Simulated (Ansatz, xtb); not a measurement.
## Relative energy of two structures of CH3GeSe+

Structure X: `[CH3][Ge]#[Se+]`, a singlet. Structure Y: a singlet given by its coordinates. Both are isolated ions in the gas phase, relaxed with r2SCAN-D4/def2-SVP.

X (Å):

```xyz
6

C    -0.9925   -1.4220   -1.7007
Ge    0.5552   -0.3042   -1.7952
Se    2.2402    0.9130   -1.8979
H    -0.9521   -1.9691   -0.7451
H    -0.9584   -2.1137   -2.5577
H    -1.8794   -0.7701   -1.7497
```

Y (Å):

```xyz
6

C    -0.1863    1.0686    0.3493
Ge   -0.6658   -1.5542    0.6249
Se    0.0037   -0.2773   -1.1164
H     0.8032    1.5179    0.5039
H    -0.9502    1.7885    0.0281
H    -0.5181    0.6488    1.3330
```

Close contacts (Å): C1–Se3 2.00, Ge2–Se3 2.26, C1–H4 1.10, C1–H5 1.10, C1–H6 1.12.

Which of the two would you expect CCSD(T)/def2-TZVP electronic energies to favour?

Structure X; the calculation gives E(Y) − E(X) = +7.36 kJ/mol.

Level by level:

```json
{"level": "GFN2-xTB", "geometry": "GFN2-xTB", "E(Y) − E(X) (kJ/mol)": "−7.39", "departure from the last row (kJ/mol)": "−14.76", "job, with rough time for the two": "optimisation, 0.12 s"}
{"level": "HF/STO-3G", "geometry": "GFN2-xTB", "E(Y) − E(X) (kJ/mol)": "+1.25", "departure from the last row (kJ/mol)": "−6.12", "job, with rough time for the two": "single point, 0.36 s"}
{"level": "r2SCAN-D4/def2-SVP//GFN2-xTB", "geometry": "GFN2-xTB", "E(Y) − E(X) (kJ/mol)": "−2.29", "departure from the last row (kJ/mol)": "−9.66", "job, with rough time for the two": "single point, 2.6 s"}
{"level": "r2SCAN-D4/def2-SVP", "geometry": "r2SCAN-D4/def2-SVP", "E(Y) − E(X) (kJ/mol)": "+6.22", "departure from the last row (kJ/mol)": "−1.14", "job, with rough time for the two": "optimisation, 18 s"}
{"level": "HF/def2-TZVP", "geometry": "r2SCAN-D4/def2-SVP", "E(Y) − E(X) (kJ/mol)": "−6.37", "departure from the last row (kJ/mol)": "−13.73", "job, with rough time for the two": "part of the CCSD(T) run"}
{"level": "MP2/def2-TZVP", "geometry": "r2SCAN-D4/def2-SVP", "E(Y) − E(X) (kJ/mol)": "+17.67", "departure from the last row (kJ/mol)": "+10.31", "job, with rough time for the two": "part of the CCSD(T) run"}
{"level": "CCSD(T)/def2-TZVP", "geometry": "r2SCAN-D4/def2-SVP", "E(Y) − E(X) (kJ/mol)": "+7.36", "departure from the last row (kJ/mol)": "", "job, with rough time for the two": "single point, 52 s"}
```

GFN2-xTB, r2SCAN-D4/def2-SVP//GFN2-xTB, HF/def2-TZVP put the two in the other order. HF/STO-3G finds them nearly level. The largest departure from CCSD(T)/def2-TZVP is that of GFN2-xTB, 14.76 kJ/mol.

With harmonic frequencies from r2SCAN-D4/def2-SVP (ideal gas, rigid rotor, one conformer each, 298.15 K, 1 atm): on the last row, ΔE + ΔZPE = +8.19, ΔH = +7.69, ΔG = +4.04 kJ/mol.

The correlated steps freeze 19 core orbitals; the filled d shell of Ge and Se is correlated, in a basis made for valence electrons. Run with Ansatz 0.2.0, xtb 6.7.1; the last row on 2 threads of Arm Neoverse V2 on a shared host.
